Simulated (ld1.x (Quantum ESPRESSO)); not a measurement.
**Varying the PAW potential for Hg (Z = 80)**

Base potential:

Hg, PAW, made with ld1.x (Quantum ESPRESSO) 7.5 (LDA (PZ), scalar-relativistic). Core [Xe] 4f14, reference 5d10 6s2 6p0. Waves: 6s (bound): rcut 1.45, rcutus 2.00 bohr; 6s channel at 0.2 Ry: rcut 1.45, rcutus 2.00 bohr; 6p (bound, empty): rcut 2.90, rcutus 3.20 bohr; 6p channel at 2.1 Ry: rcut 2.90, rcutus 3.20 bohr; 5d (bound): rcut 1.90, rcutus 2.45 bohr; 5d channel at -0.15 Ry: rcut 1.90, rcutus 2.45 bohr. Local part: all-electron potential smoothed inside 1.75 bohr (lloc = -1). Core correction: a·sin(br)/r model core, default radius (core density twice the valence density). Augmentation charge: GAUSS, radius 1.60 bohr.

Cutoffs, loose and tight: the cutoffs (Ry, on a coarse ladder) from which the occupation-weighted sum of valence levels, in a spherical-Bessel basis at the reference potential, stays within 10 and 1 mRy of its value at 400 Ry. They do not see the model core or the augmentation charge, which bear on the density cutoff. Test errors are all-electron minus pseudo excitation energies from the reference, over the configurations 5d10 6s1 6p0; 5d10 6s0 6p0; 5d9 6s0 6p0; 5d10 6s1.5 6p0; 5d10 6s0 6p1; 5d9 6s2 6p0; 5d8 6s0 6p0 (two spin-polarised tests are not counted in the largest error). A dash means not determined; rows that change the core or the reference have their own tests. The largest error is taken over the tests solved by every variant that gives reliable tests at all: 5d10 6s0 6p0; 5d10 6s0 6p1; 5d10 6s1 6p0; 5d10 6s1.5 6p0; 5d9 6s2 6p0.

A true bound ghost makes a file unfit for plane-wave use even where its test errors are small: the radial tests pick states by their node count and pass the ghost by. Where a test does run into it, the solver fails or the error is huge.

The default core radius of the base comes out at 0.98 bohr.

| change | outcome | cutoff, loose | cutoff, tight | bound ghosts | largest test error (meV) |
| --- | --- | --- | --- | --- | --- |
| base | generated | 18 Ry | 30 Ry | s | +54 |
| core correction a·sin(br)/r model core inside 0.92 bohr | generated | 18 Ry | 30 Ry | s | +54 |
| core correction a·sin(br)/r model core inside 1.74 bohr | generated | 18 Ry | 30 Ry | s | +40 |
| core correction a·sin(br)/r model core inside 2.06 bohr | generated | 18 Ry | 30 Ry | s | +38 |
| core correction a·sin(br)/r model core inside 2.40 bohr | generated | 18 Ry | 30 Ry | s | +37 |

Task: What comes out with this change to the base: core correction a·sin(br)/r model core, default radius (ld1.x builds one for every PAW set, though the input has nlcc=.false.)?

Result: outcome: generated; cutoff, loose: 18 Ry; cutoff, tight: 30 Ry; bound ghosts: s; largest test error (meV): +32.

Task: What comes out with this change to the base: core correction a·sin(br)/r model core inside 1.36 bohr?

Result: outcome: generated; cutoff, loose: 18 Ry; cutoff, tight: 30 Ry; bound ghosts: s; largest test error (meV): +46.
